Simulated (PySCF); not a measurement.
Level of theory: TPSSh-D3(BJ)/def2-TZVP // CAM-B3LYP-D3(BJ)/def2-TZVP run with PySCF 2.14.0. Gas-phase values, no solvent. Delta-SCF ions had no search for a lower state. 

Reference species (SMILES): `B` (neutral, multiplicity 1).

The vertical ionisation energy (Delta-SCF) is 13.00 eV and the LUMO comes out as -2.30 eV. The HOMO–LUMO gap is 6.98 eV.

Changed species: `CB(C)C` (3 of 3 H replaced by CH3; the reference has 0 of 3 H replaced by CH3).

Problem. What does the change do to the vertical ionisation energy (Delta-SCF), LUMO and HOMO–LUMO gap?

Solution. the vertical ionisation energy (Delta-SCF) decreases by 2.58 eV, to 10.42 eV; the LUMO rises by 1.74 eV, to -0.56 eV; the HOMO–LUMO gap goes up by 0.22 eV, to 7.20 eV.
